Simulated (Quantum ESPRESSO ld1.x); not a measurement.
The numbers below are computed, except where a source is named.
Q: These are the eigenvalues of the occupied orbitals of an atom or ion with whole-number occupations (eV). Code: ld1.x of Quantum ESPRESSO 7.5. Model: Dirac Kohn-Sham, relativistic LDA (MacDonald-Vosko exchange, VWN5 correlation), spin-unpolarised, spherical densities, point nucleus.

1s1/2: -20775.8
2s1/2: -2993.90
2p1/2: -2767.49
2p3/2: -2650.22
3s1/2: -546.512
3p1/2: -458.904
3p3/2: -439.259
3d3/2: -283.027
3d5/2: -279.232
4s1/2: -103.347
4p1/2: -77.3627
4p3/2: -74.3171
4d3/2: -35.4929

Which element is it, and in what charge state? The configuration may be excited. Open shells, if any, fill j = l - 1/2 first.

A: Z = 43, technetium, charge +3: Tc3+ in [Kr] 4d4. The list shows which subshells hold electrons but not how many an open one holds; the 1s level, -763.5 hartree, gives Z - s = 39.1 by -(Z - s)^2/2, which with screening and relativity narrows Z to a few neighbours, and the depths of the outer levels then fix element, charge and occupations together.
